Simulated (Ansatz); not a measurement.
`C[SiH](F)BN` + H₂ → `BN` + `C[SiH2]F` at 500 K and 1 bar (hydrogenolysis of a B–Si bond).

Calculated with Ansatz (gas phase, PBE0-D4/def2-TZVP geometries, no zero-point term in ΔE). CCSD(T)/CBS is the MP2 limit (def2-TZVPP, def2-QZVPP) plus CCSD(T) − MP2 in def2-TZVPP, frozen cores. This one scheme is used for every species. Each species was taken in one conformer, which may not be the lowest.

```csv
species,CCSD(T)/CBS energy (Eh),H − E (kJ/mol),S (J/(mol·K))
`C[SiH](F)BN`,-510.74878,285.0,424.2
H₂,-1.17544,41.0,145.5
`BN`,-81.93499,148.8,257.4
`C[SiH2]F`,-430.00374,180.6,331.4
```

H − E and S are ideal-gas, rigid-rotor, harmonic terms from PBE0-D4/def2-TZVP, for one conformer and one mirror image of each species. For small species the MP2-based limit differs from directly extrapolated CCSD(T) by up to some mEh (0.8 for H₂); such offsets cancel only in part. 1 Eh = 2625.50 kJ/mol, R = 8.31446 J/(mol·K).

**Question.** By hand: ΔE, ΔH, ΔS and ΔG.

**Answer.** ΔE = (-81.93499) + (-430.00374) − (-510.74878) − (-1.17544) = -0.01451 Eh = -38.1 kJ/mol. Δ(H − E) = 148.8 + 180.6 − 285.0 − 41.0 = 3.4, so ΔH = -34.7 kJ/mol. ΔS = 257.4 + 331.4 − 424.2 − 145.5 = 19.1 J/(mol·K). ΔG = -34.7 − 500 × (19.1)/1000 = -44.2 kJ/mol.

**Question.** By hand: the equilibrium constant, and the temperature at which ΔG would vanish if ΔH and ΔS stayed fixed.

**Answer.** log₁₀ K = −ΔG/(RT ln 10) = 4.6. ΔH and −TΔS have one sign here, so there is no such temperature.

ΔH outweighs TΔS. A doubt of 5 kJ/mol in ΔE shifts log₁₀ K by 0.5 here. Other conformers and mirror images would add mixing entropy, several J/(mol·K) or more a flexible species. These are equilibria of isolated gas molecules and say nothing of rates. Largest T1 diagnostic: 0.012 (customary marks: 0.02 for closed shells, 0.045 for open ones).
